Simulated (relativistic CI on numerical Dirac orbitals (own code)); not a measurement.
A reference radial Dirac CI calculation of Dy+ gave the lowest total energy -12142.26824 Ha in 46 SCF steps, from this input:

```
atom Dy  Z=66  charge=1  electrons=65
nucleus A=164  rms_radius_fm=5.2218
hamiltonian dirac-coulomb  breit=on  qed=on  c_scale=1
orbitals kli  potential=per-configuration
slater_scale 1
correlation none
mixing on
grid step=0.0125 r_max=129.7
scf mixing=0.4 start=green max_iterations=150 tolerance=2e-08 node_fill=0.05
configurations
  [Xe] 4f10 6s
  [Xe] 4f9 6s2
  [Xe] 4f11
end
```

One setting was then changed, and the output read:

```
SCF 1: [Xe] 4f10 6s
 iter      energy (Ha)   residual   last orbital (Ha)
    1    -12145.377965   2.36e+00     -0.60352
    2    -12160.407014   5.17e-01     -0.44346
    3    -12161.068818   2.80e-01     -0.42106
    4    -12161.250894   2.26e-01     -0.39536
    5    -12161.250870   2.26e-01     -0.39531
    6    -12161.249989   2.24e-01     -0.40063
    7    -12161.270284   9.31e-02     -0.55977
    8    -12161.272668   5.92e-02     -0.48344
    9    -12161.271387   2.05e-02     -0.42244
   10    -12161.270793   8.17e-03     -0.40855
   11    -12161.270663   1.99e-03     -0.39956
   12    -12161.270667   2.36e-03     -0.39246
   13    -12161.270667   1.71e-04     -0.39603
   14    -12161.270667   1.16e-04     -0.39649
   15    -12161.270667   1.89e-07     -0.39630
   16    -12161.270667   4.69e-08     -0.39630
   17    -12161.270667   1.19e-08     -0.39630
SCF 2: [Xe] 4f9 6s2
 iter      energy (Ha)   residual   last orbital (Ha)
    1    -12148.489303   2.00e+00     -0.60352
    2    -12160.414260   5.36e-01     -0.46703
    3    -12161.068864   2.54e-01     -0.44801
    4    -12161.257851   5.56e-02     -0.44172
    5    -12161.249892   1.93e-02     -0.44026
    6    -12161.252409   4.46e-03     -0.44167
    7    -12161.253923   4.55e-03     -0.44180
    8    -12161.253325   7.79e-04     -0.44170
    9    -12161.253218   6.36e-05     -0.44167
   10    -12161.253207   7.68e-06     -0.44167
   11    -12161.253208   7.97e-08     -0.44167
      ... 1 steps not shown
SCF 3: [Xe] 4f11
 iter      energy (Ha)   residual   last orbital (Ha)
    1    -12141.369251   2.64e+00     -2.20466
    2    -12159.558910   4.77e-01     -1.26523
    3    -12160.554075   3.86e-01     -1.31068
    4    -12159.581227   7.92e-01     -1.14557
    5    -12161.009238   2.73e-02     -1.22470
    6    -12161.013097   5.23e-02     -1.22254
    7    -12161.008117   3.32e-03     -1.21270
    8    -12161.008048   1.60e-03     -1.21032
    9    -12161.008378   1.22e-03     -1.20794
   10    -12161.008239   1.10e-04     -1.20700
   11    -12161.008199   4.02e-04     -1.20685
   12    -12161.008202   3.82e-04     -1.20685
   13    -12161.008272   7.11e-05     -1.20702
   14    -12161.008261   1.06e-06     -1.20700
   15    -12161.008261   2.30e-07     -1.20700
   16    -12161.008261   3.33e-07     -1.20700
   17    -12161.008261   3.36e-08     -1.20700
   18    -12161.008261   7.29e-09     -1.20700
orbital energies (Ha): 4d3/2 -6.0929  4d5/2 -5.8489  5s -2.0972  5p1/2 -1.3540  5p3/2 -1.1824  4f5/2 -0.4538  4f7/2 -0.4216  6s -0.3963
configuration averages (Ha): Dirac-Coulomb, Breit, QED
  4f10 6s                     -12161.270667   11.528807    7.748332
  4f9 6s2                     -12161.253208   11.532548    7.749400
  4f11                        -12161.008261   11.526014    7.747550
levels: no., configuration, term, J, E (cm-1), weight
   1 4f9 6s2                6H*  15/2             0.0  0.95
   2 4f9 6s2                6H*  13/2          3428.4  0.97
   3 4f9 6s2                6H*  11/2          5852.6  0.96
   4 4f9 6s2                6H*  9/2           7726.8  0.95
   5 4f10 6s                6I   17/2          8649.7  0.95
   6 4f9 6s2                6H*  7/2           9176.1  0.94
   7 4f9 6s2                6F*  11/2          9629.9  0.96
   8 4f10 6s                4I   15/2          9986.1  0.65
   9 4f9 6s2                6H*  5/2          10255.6  0.94
  10 4f9 6s2                6F*  9/2          10958.8  0.89
  11 4f9 6s2                6F*  7/2          12847.8  0.92
  12 4f10 6s                6I   15/2         13192.9  0.67
  13 4f10 6s                6I   13/2         13763.6  0.59
  14 4f9 6s2                6F*  5/2          14270.9  0.94
lowest total energy -12142.268345 Ha
end: converged
```

Task: Which setting was changed?
A. speed of light
B. grid step
C. charge
D. SCF mixing

Result: B. The grid step 0.008.
